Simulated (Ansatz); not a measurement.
A nudged elastic band was laid between two geometries of BFH₅PSSn (10 atoms, charge 0, multiplicity 1).

Computed with RKS LDA/def2-SVP (Ansatz 0.2.0).

- movable images: 5
- climbing image: yes
- spring: 5.0 eV/Å²
- optimiser: quadratic models (default)
- start path: IDPP
- force threshold: 0.05 eV/Å
- iteration limit: 60
- end points: relaxed

Initial state:

```xyz
10
Properties=species:S:1:pos:R:3
F -2.388 -0.032 0.274
Sn -1.104 1.035 -0.768
B 0.740 -0.022 -0.094
P 0.331 -1.764 0.448
S 2.306 0.779 -0.227
H -1.376 2.645 -0.220
H -1.667 0.835 -2.382
H -0.971 -1.466 0.990
H 1.100 -1.874 1.658
H 3.113 -0.188 0.322
```

Final state:

```xyz
10
Properties=species:S:1:pos:R:3
F -2.751 0.701 0.995
Sn -1.380 1.004 -0.356
B 0.462 -0.061 0.345
P 0.708 -1.820 -0.244
S 1.368 0.772 1.606
H -1.276 2.722 -0.446
H -2.072 0.336 -1.787
H 2.143 -1.928 -0.274
H 0.500 -1.644 -1.654
H 2.382 -0.132 1.818
```

Question: Which bonds break or form, and what moves?

Answer: No bond is made or broken. The dihedral Sn2–B3–P4–H8 goes from -34 to 150°.

Question: What energy profile does the band end with?

Answer: The run converged. The highest image is number 3 of 0 to 6, 0.44 eV above the first end and 0.30 eV above the last; the last end lies 0.14 eV above the first. A vibrational analysis at the climbing image gives one clearly imaginary mode, 242i cm⁻¹: a first-order saddle point.

```json
{"image": "0", "path coordinate (Å)": "0.00", "energy (eV)": "0.00", "dihedral Sn2–B3–P4–H8 (°)": "-34"}
{"image": "1", "path coordinate (Å)": "1.20", "energy (eV)": "0.08", "dihedral Sn2–B3–P4–H8 (°)": "-57"}
{"image": "2", "path coordinate (Å)": "2.40", "energy (eV)": "0.27", "dihedral Sn2–B3–P4–H8 (°)": "-94"}
{"image": "3", "path coordinate (Å)": "3.61", "energy (eV)": "0.44", "dihedral Sn2–B3–P4–H8 (°)": "-135"}
{"image": "4", "path coordinate (Å)": "4.70", "energy (eV)": "0.30", "dihedral Sn2–B3–P4–H8 (°)": "-168"}
{"image": "5", "path coordinate (Å)": "5.78", "energy (eV)": "0.15", "dihedral Sn2–B3–P4–H8 (°)": "163"}
{"image": "6", "path coordinate (Å)": "6.87", "energy (eV)": "0.14", "dihedral Sn2–B3–P4–H8 (°)": "150"}
```

Question: What is the geometry of the highest image?

Answer: 
```xyz
10
Properties=species:S:1:pos:R:3
F -2.825 0.548 -0.513
Sn -1.056 1.010 -1.189
B 0.347 -0.028 0.220
P 0.142 -1.935 0.494
S 1.524 1.046 0.957
H -1.053 2.734 -1.192
H -1.060 0.386 -2.796
H 0.278 -1.805 1.929
H 1.567 -2.154 0.359
H 2.219 0.146 1.733
```

Question: What are the harmonic wavenumbers there?

Answer: 242i, 21, 60, 113, 149, 274, 318, 360, 479, 525, 606, 616, 631, 659, 678, 707, 875, 975, 990, 1848, 1865, 2278, 2296, 2500 cm⁻¹.

Run time: 67 s on 2 threads of Arm Neoverse V1, with other jobs on the host, peak memory 0.16 GiB.
